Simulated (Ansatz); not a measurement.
A geometry relaxed with Ansatz (a first-principles code) with PBE0-D3(BJ)/def2-SVP, charge 0, multiplicity 1:

```xyz
19

H      0.4797    -3.2270    -1.2422
C      0.3690     1.2585     1.1058
C     -0.5710     1.2988     0.0792
C      0.9010    -1.0149     0.4465
C     -2.3108     1.7457    -1.6159
C      2.9148    -0.0421     3.2285
C     -1.8075     0.4864    -1.7485
B     -0.2019    -2.2543    -1.4685
H      1.4938    -1.9171     0.6107
H      3.6464    -0.0990     4.0131
H     -0.9953    -2.2959    -2.3794
C      1.1177     0.0905     1.2973
H     -2.1417    -0.2175    -2.5095
C     -0.0366    -1.0007    -0.5921
C      2.0887     0.0210     2.3422
S     -1.5961     2.6432    -0.3234
H     -3.0858     2.2132    -2.2230
C     -0.7939     0.1926    -0.7795
H      0.5294     2.1186     1.7588
```

Question: Write the SMILES of this molecule.

Answer: `Bc1cc(C#C)cc2sccc12`
